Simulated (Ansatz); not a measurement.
Relaxation of H4Au3 with UKS PBE-D4/def2-TZVP.

```sh
$ ansatz run in.yaml --threads 4 --pin off --events-out ev --progress --plain --max-ram 3916MiB
```

```yaml
crystal:
  periodic: [false, false, false]
  atoms:
    - {symbol: Au, position_ang: [1.627650, 0.100920, 0.011490]}
    - {symbol: Au, position_ang: [-0.146480, 0.072990, -1.754610]}
    - {symbol: Au, position_ang: [-0.771210, -0.089690, 0.671880]}
    - {symbol: H, position_ang: [2.522560, 0.097000, 1.249030]}
    - {symbol: H, position_ang: [-2.256450, -0.187320, 0.924750]}
    - {symbol: H, position_ang: [-0.231530, 0.210540, -3.292290]}
    - {symbol: H, position_ang: [-0.744540, -0.204440, 2.189760]}
basis:
  gaussian: {orbitals: def2-TZVP}
magnetization: {spin_polarized: true, initial_magnetization: 1}
hamiltonian: {xc: pbe, dispersion: d4}
scf: {lower_state_search: "off"}
output: {orbitals: {seedname: orbitals}}
relax: {f_tol: 0.02, max_steps: 100}
```

Hardware: 4 threads of Arm Neoverse V2 on a shared host. Wall time 17 s.

Positions (Å) and forces (eV/Å) at steps 1, 2, 3, 4, 5, 6, 7, 9 of 9:

```xyz
7
step=1 energy=-11148.3312 eV
Au    1.628    0.101    0.011    2.057    0.183   -0.508
Au   -0.146    0.073   -1.755   -0.665   -0.068   -1.514
Au   -0.771   -0.090    0.672   -0.437   -0.028    0.779
H     2.523    0.097    1.249    0.633   -0.030    1.126
H    -2.256   -0.187    0.925   -1.230   -0.099    0.310
H    -0.232    0.211   -3.292   -0.088    0.161   -1.620
H    -0.745   -0.204    2.190   -0.270   -0.119    1.427
7
step=2 energy=-11148.9616 eV
Au    1.776    0.115   -0.020   -0.349   -0.008   -0.056
Au   -0.176    0.069   -1.898   -0.022   -0.044    0.260
Au   -0.794   -0.093    0.762    0.624    0.063   -0.386
H     2.587    0.094    1.336   -0.020   -0.011    0.032
H    -2.331   -0.197    0.981   -0.022   -0.015    0.111
H    -0.245    0.228   -3.488    0.040    0.047   -0.353
H    -0.817   -0.217    2.327   -0.252   -0.033    0.393
7
step=3 energy=-11149.0337 eV
Au    1.770    0.124   -0.087   -0.114   -0.009    0.007
Au   -0.212    0.062   -1.924   -0.027   -0.001   -0.035
Au   -0.703   -0.093    0.808    0.074   -0.006    0.110
H     2.526    0.087    1.304    0.023    0.007   -0.071
H    -2.240   -0.205    1.046    0.000   -0.003   -0.015
H    -0.180    0.242   -3.535    0.069    0.003    0.072
H    -0.962   -0.217    2.389   -0.025    0.010   -0.067
7
step=4 energy=-11149.0532 eV
Au    1.739    0.123   -0.123    0.001   -0.009    0.058
Au   -0.268    0.052   -1.910   -0.038    0.023   -0.191
Au   -0.692   -0.098    0.850   -0.051   -0.012    0.105
H     2.575    0.094    1.225   -0.010    0.010   -0.100
H    -2.236   -0.213    1.051    0.026    0.001   -0.025
H    -0.082    0.255   -3.516    0.047   -0.022    0.230
H    -1.037   -0.213    2.422    0.025    0.009   -0.076
7
step=5 energy=-11149.0634 eV
Au    1.686    0.115   -0.179    0.086   -0.004    0.175
Au   -0.379    0.045   -1.891    0.160    0.085   -0.439
Au   -0.700   -0.106    0.899   -0.133   -0.014   -0.006
H     2.630    0.111    1.102   -0.090    0.005   -0.178
H    -2.250   -0.224    1.057    0.050    0.003   -0.030
H     0.104    0.268   -3.455   -0.143   -0.083    0.538
H    -1.091   -0.208    2.467    0.071    0.009   -0.059
7
step=6 energy=-11149.0749 eV
Au    1.653    0.116   -0.175    0.036    0.014   -0.143
Au   -0.434    0.071   -1.873   -0.128   -0.031    0.228
Au   -0.755   -0.105    0.859   -0.022   -0.014    0.064
H     2.679    0.117    1.019   -0.019   -0.004    0.063
H    -2.297   -0.236    1.050   -0.019    0.007   -0.046
H     0.196    0.242   -3.316    0.160    0.039   -0.351
H    -1.041   -0.205    2.437   -0.007   -0.012    0.184
7
step=7 energy=-11149.0586 eV rejected
Au    1.643    0.115   -0.219   -0.072    0.007   -0.082
Au   -0.455    0.074   -1.882    0.039    0.015   -0.198
Au   -0.738   -0.127    0.885    0.789    0.091   -0.095
H     2.510    0.129    1.079    0.202   -0.015    0.142
H    -2.250   -0.177    0.991   -0.857   -0.072    0.101
H     0.216    0.230   -3.344   -0.073   -0.021    0.132
H    -0.925   -0.244    2.490   -0.029   -0.005    0.001
7
step=9 energy=-11149.0881 eV
Au    1.649    0.121   -0.196    0.005    0.003    0.003
Au   -0.440    0.082   -1.883    0.000    0.000    0.000
Au   -0.747   -0.111    0.884    0.006    0.011   -0.005
H     2.620    0.117    1.044   -0.002   -0.004   -0.003
H    -2.297   -0.221    1.016   -0.010   -0.005    0.002
H     0.207    0.232   -3.345    0.000   -0.002    0.003
H    -0.991   -0.219    2.481    0.001   -0.002    0.001
```

In the def2 sets Au takes a core potential; there is no spin–orbit coupling. The relaxation made no stability test and no search for a lower SCF solution. No other spin state of charge 0 was run. Another isomer (doublet) lies 0.62 eV lower at PBE0-D4/def2-TZVP; other spin states weren't run for this one.
